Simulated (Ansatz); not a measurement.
Consider the cleavage of the Si–Ge bond: `C[SiH2][GeH2][OH]` + `N=CF` → `C[SiH2]/N=C/F` + `[OH][GeH3]`.

Program: Ansatz. Geometries: PBE0-D4/def2-TZVP. ΔE: electronic, gas phase. CBS: MP2 limit from def2 TZ/QZ plus the TZ coupled-cluster correction, frozen cores. This one scheme is used for every species. DFT in def2-TZVPP. B3LYP here is the variant with VWN-RPA as its local correlation; programs differ in this. HSE06 is defined as in plane-wave codes. For Ge outer-core shells are correlated without core-valence functions, which leaves a few kJ/mol of doubt a bond. Scalar relativity is left out up to krypton. Each species was taken in one conformer, which may not be the lowest.

| level | ΔE (kJ/mol) | difference from CCSD(T)/CBS |
| --- | --- | --- |
| PBE-D4 | -28.1 | 13.2 |
| r2SCAN-D4 | -40.6 | 0.7 |
| B97M-V | -46.8 | -5.5 |
| r2SCANh-D4 | -41.2 | 0.1 |
| HSE06-D4 | -32.7 | 8.6 |
| ωB97X-V | -43.2 | -1.9 |
| B2PLYP | -47.3 | -6.0 |
| PBE | -29.3 | 12.0 |
| BLYP | -40.3 | 1.0 |
| B3LYP | -44.0 | -2.7 |
| r2SCAN0 | -42.7 | -1.4 |
| CAM-B3LYP | -49.8 | -8.5 |
| HF/def2-SVP | -54.7 | -13.4 |
| HF/def2-TZVPP | -60.1 | -18.8 |
| SCS-MP2/def2-TZVPP | -51.0 | -9.7 |
| HF/CBS(def2) | -62.0 | -20.7 |
| CCSD(T)/CBS | -41.3 | 0 |

Largest T1 diagnostic among the species: 0.013.

From BLYP to BHLYP (50 % exact exchange), in def2-TZVPP and without D4, ΔE moves by −11.0 kJ/mol. In def2-TZVPP, CCSD(T) changes the Hartree–Fock value by +18.3 kJ/mol (the triples alone add +1.3 kJ/mol) and MP2 by +10.4 kJ/mol. Leaving LDA and LC-ωPBE aside and taking each functional with its dispersion term where it has one, the values, not all of them listed here, spread over 20.1 kJ/mol, from CAM-B3LYP-D4 to PBE-D4. LDA lies −5.4 kJ/mol from PBE without D4.
